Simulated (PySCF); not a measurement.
# Dipole moment and polarisability of `[AlH2][N]1CCCC1`

Species: C4H10AlN.
Structure used (PBE0-D3(BJ)/def2-SVP), in Å, numbered top down from 1:
```xyz
16
C4H10AlN angstrom
Al     2.3995    0.3517    1.0638
N      0.8700    0.0716    0.1953
C     -0.1378    1.0517   -0.1619
C     -1.4735    0.3969    0.2302
C     -1.1766   -1.1179    0.1958
C      0.3056   -1.2027   -0.2076
H      3.2936   -0.9180    1.3940
H      2.7515    1.8492    1.4560
H     -0.1247    1.2422   -1.2549
H      0.0390    2.0175    0.3360
H     -2.2871    0.6878   -0.4509
H     -1.7706    0.7109    1.2420
H     -1.3293   -1.5656    1.1891
H     -1.8226   -1.6626   -0.5086
H      0.3839   -1.3321   -1.3067
H      0.8382   -2.0476    0.2555
```

Level: CAM-B3LYP/def2-SVPD (PySCF), static field, nuclei fixed, core orbitals frozen in the response. The polarisability tensor in these axes (au):

```
x   94.08  2.21  8.81
y    2.21 82.20  1.91
z    8.81  1.91 73.72
```

Problem. Diagonalise the tensor; give its mean and Δα, where Δα² is half the sum of the squared differences of the eigenvalues.

Solution. Principal values 70.34, 81.81 and 97.84 au; mean 83.33 au = 12.35 Å³ = 13.74 × 10⁻⁴⁰ C²·m²/J; Δα = 23.92 au (29 % of the mean).

Problem. What is the dipole moment, and where does it point?

Solution. (-1.00, -0.19, -0.41) D, 1.10 D in size, pointing from the negative to the positive side. Measured along this direction, the outermost atoms are H8 and H7 at the negative end and H14 and H11 at the positive end.

Problem. How large is μ²/3kT at 273 K beside α?

Solution. In Gaussian units μ²/3kT = 10.74 Å³ against 12.35 Å³, a ratio of 0.87; the Debye molar polarisation (4π/3)N_A(α + μ²/3kT) is 58.3 cm³/mol, leaving out the vibrational part.

Problem. Directions of the eigenvectors, and the extent of the frame along each?

Solution. Largest value along (0.92, 0.17, 0.35), where the nuclei span 5.51 Å; middle along (-0.19, 0.98, 0.02), 4.14 Å; least along (-0.34, -0.09, 0.94), 2.94 Å. The response follows the extents in order.

Problem. Traceless (Buckingham) quadrupole moment about the centre of nuclear charge: eigenvalues?

Solution. -3.04, -1.47, 4.52 D·Å. The values depend on the origin, since the dipole doesn't vanish. The electronic extent ⟨r²⟩ about the same centre is 799 bohr², a root-mean-square distance of 2.04 Å for the 54 electrons.

Problem. Estimate the molar refractivity from the static electronic polarisability.

Solution. Lorentz–Lorenz: R = (4π/3)N_A α = 2.5225 cm³/(mol·Å³) × 12.35 Å³ = 31.1 cm³/mol, in the limit of long wavelengths.

Problem. Refractivity n − 1 of an ideal gas of it at 350 K and 1 atm, from the electronic α?

Solution. N = p/kT = 2.0968 × 10¹⁹ cm⁻³, so n − 1 = 2π × N × 12.35 × 10⁻²⁴ cm³ = 1627 × 10⁻⁶ at long wavelengths, for an ideal gas.

Geometry: PBE0-D3(BJ)/def2-SVP, one conformer, isolated molecule.

These values come from a run that also computed excited states. The run took 37 s on an Arm Neoverse V1 with one thread, shared host with 32 logical CPUs at a one-minute load of 35, and the process peaked at 0.97 GiB of memory.
